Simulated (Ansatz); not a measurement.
Coupled-cluster run, CH5FOSn (`FC[O][SnH3]`).

```yaml
crystal:
  periodic: [false, false, false]
  atoms:
    - {symbol: F, position_ang: [-0.596847, 1.754227, 0.031540]}
    - {symbol: C, position_ang: [-1.291528, 0.566082, 0.277774]}
    - {symbol: O, position_ang: [-0.736035, -0.463401, -0.404966]}
    - {symbol: Sn, position_ang: [1.239317, -0.701519, -0.319738]}
    - {symbol: H, position_ang: [-1.258848, 0.433971, 1.369333]}
    - {symbol: H, position_ang: [-2.319121, 0.724557, -0.066123]}
    - {symbol: H, position_ang: [1.690147, -0.390322, 1.294837]}
    - {symbol: H, position_ang: [1.407831, -2.333090, -0.765294]}
    - {symbol: H, position_ang: [1.953484, 0.363093, -1.434363]}
basis:
  gaussian: {orbitals: def2-TZVPP}
correlation: {method: ccsd_t}
output: {orbitals: {seedname: orbitals}}
```

```sh
$ ansatz run in.yaml --threads 4 --pin off --events-out ev --progress --plain
```

Log, shortened:

```
Functional definition: HF
1450 factors; integrals over basis functions are off by at most 1.1e-3 eV
mean field evaluation 1: about -11657.0820 eV, gradient 3.9e1 eV
mean field evaluation 2: about -11657.3013 eV, gradient 3.9e1 eV
mean field evaluation 4: about -11660.3140 eV, gradient 3.5e0 eV
mean field evaluation 8: about -11660.3607 eV, gradient 2.9e-1 eV
mean field -11660.36100376 eV, -428.5103632118 hartree, gradient 2.9e-6 eV, S^2 0.000000; 0 other end points of the search recorded, 0 dependent functions left out
7 core orbitals not correlated: weight in the atoms' cores, before any rotation towards them, 1.000 or more for the frozen orbitals, at most 0.000 for the correlated occupied ones
reference -11660.36100376 eV, -428.5103632118 hartree; 18, 18 occupied and 188, 188 virtual orbitals, 1450 factors
second order -26.97850479 eV of doubles, -0.00000000 eV of singles
cycle   1  -26.70443773 eV  change    2.7e-1 eV  update   1.2e-1
cycle   2  -27.37423220 eV  change   -6.7e-1 eV  update   3.5e-2
cycle   3  -27.51767070 eV  change   -1.4e-1 eV  update   1.9e-2
cycle   4  -27.50026306 eV  change    1.7e-2 eV  update   4.3e-3
cycle   5  -27.49697218 eV  change    3.3e-3 eV  update   2.0e-3
cycle   6  -27.49794238 eV  change   -9.7e-4 eV  update   6.3e-4
cycle   7  -27.49783971 eV  change    1.0e-4 eV  update   2.9e-4
cycle   8  -27.49772732 eV  change    1.1e-4 eV  update   9.7e-5
cycle   9  -27.49777321 eV  change   -4.6e-5 eV  update   4.0e-5
cycle  10  -27.49780061 eV  change   -2.7e-5 eV  update   1.5e-5
perturbative correction -0.87866852 eV, -0.0322904726 hartree
Total energy: -11688.73747290 eV, -429.5531792182 hartree
```

Hardware: 4 threads of a server CPU on a shared host. Wall time 2.3 min, peak host memory 3.6 GiB.

The correlation energy is -28.376 eV, 3.1 % of it from (T); the T1 diagnostic reads 0.0135.
